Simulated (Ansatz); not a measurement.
A run for Ansatz (a quantum-chemistry and plane-wave program): R-B3LYP/def2-TZVPPD on AlH3 (SMILES [AlH3]). Files ending in .json are basis or fitting sets from the Basis Set Exchange.

Ansatz 0.2 input:
```yaml
crystal:
  periodic: [false, false, false]
  atoms:
    - {symbol: Al, position_ang: [0.28219905, 0.62545735, 0.56096258]}
    - {symbol: H, position_ang: [-0.54047815, -0.29260812, -0.44148129]}
    - {symbol: H, position_ang: [-0.24747156, 2.09128831, 0.86980076]}
    - {symbol: H, position_ang: [1.81159463, 0.28935591, 0.83026113]}
basis:
  gaussian:
    orbitals: def2-TZVPPD.json
hamiltonian:
  xc: {name: B3LYP}
scf: {lower_state_search: off}
```

The log:

```
WARN ansatz: RAYON_NUM_THREADS=2 ignored (pool sized by the plan → 2); use --threads N
Functional definition: B3LYP
these checks for a lower state are left out or cut short: stability, starts, cluster_reference, orbital_swaps, neighbouring_geometries, increment
integrals: 0.02 GiB planned
485 factors; their error is unknown
mean field: 0.22 GiB planned
mean field evaluation 1: about -6645.2151 eV, gradient 1.3e1 eV
mean field evaluation 2: about -6645.7611 eV, gradient 4.8e0 eV
mean field evaluation 4: about -6645.8375 eV, gradient 7.1e-2 eV
mean field evaluation 8: about -6645.8516 eV, gradient 3.0e-4 eV
mean field -6645.85160473 eV, -244.2305417538 hartree, gradient 3.3e-6 eV, S^2 0.000000; 0 other end points of the search recorded, 0 dependent functions left out
reference -6645.85183915 eV, -244.2305503685 hartree; 8, 8 occupied and 91, 91 virtual orbitals, 485 factors
Total energy: -6645.85183915 eV, -244.2305503685 hartree
Checks for a lower state left out: stability, starts, cluster_reference, orbital_swaps, neighbouring_geometries, increment
```

The run converged.

Cost: about 0.7 core-seconds (a rough figure).
